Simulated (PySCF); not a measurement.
Gas-phase reaction: 2 GaF + 3 Br2 → 2 GaBr3 + 2 F

Energies from PySCF (xtb for GFN2), thermal terms from the rigid-rotor harmonic-oscillator model, ideal gas at 1 bar. † marks an energy on the PBE0/def2-TZVP geometry and frequencies; other levels use their own. 6-31G* has spherical d functions here. Open shells (unrestricted): F (multiplicity 2); the rest are closed-shell singlets. GFN2 has no spin-polarisation term. Spin-orbit splitting is ignored; it lowers the true energy and changes the entropy of F. B3LYP is the form with VWN-RPA correlation. Br, Ga: all electrons, no relativistic terms.

B3LYP/6-31G* gives ΔH°(298 K) = -19 kJ.

**Question.** What do BLYP/def2-TZVP†, ωB97M-V/def2-TZVP†, GFN2-xTB give?

**Answer.** BLYP/def2-TZVP†: 74 kJ; ωB97M-V/def2-TZVP†: -93 kJ; GFN2-xTB: 249 kJ. For scale, ΔH°(298 K) is -19 kJ at this level, -93 kJ at ωB97M-V/def2-TZVP†, and runs from -434 to 249 kJ over the 20 levels computed († marks an energy on the PBE0/def2-TZVP geometry).
